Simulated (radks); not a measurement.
Values are calculated unless marked as measured or tabulated.
Question: Ionisation of Si2+, [Ne] 3s2, to Si3+, [Ne] 3s1, under several functionals. Dirac Kohn-Sham, spin-unpolarised, spherical densities, finite nucleus; a radial shooting solver on a logarithmic mesh with Libxc functionals. Known Delta-SCF values: PW91 34.042 eV; exchange-only LDA 32.857 eV; PBEsol 33.899 eV. What does B86b exchange with PBE correlation give, and what is its highest occupied eigenvalue?

Answer: 34.028 eV by Delta-SCF; the 3s1/2 eigenvalue is -28.582 eV. NIST: 33.493 eV (measured).

Beside tabulated values, note that spin-unpolarised runs miss the spin-polarisation part of the exchange energy of open shells.
